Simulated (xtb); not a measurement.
CH3BrSi, SMILES C[Si]Br (connectivity only; charge and spin as stated), neutral, multiplicity 1. All values are semi-empirical tight-binding results from xtb (GFN2-xTB unless named), good for trends rather than for accurate numbers. Geometry: GFN2-xTB.

Computed properties:
* **point group as xtb finds it**: Cs
* **orbital gap**: 2.41 eV
* **zero-point energy**: 23.1 kcal/mol
* **G − E(el) at 298.15 K (modified RRHO)**: 4.8 kcal/mol
* **static polarisability (D4 model)**: 65.9 bohr³
* **solvation energy, GFN2-xTB/ALPB(water)**: -0.9 kcal/mol
* **solvation energy, GFN2-xTB/ALPB(ether)**: -3.4 kcal/mol
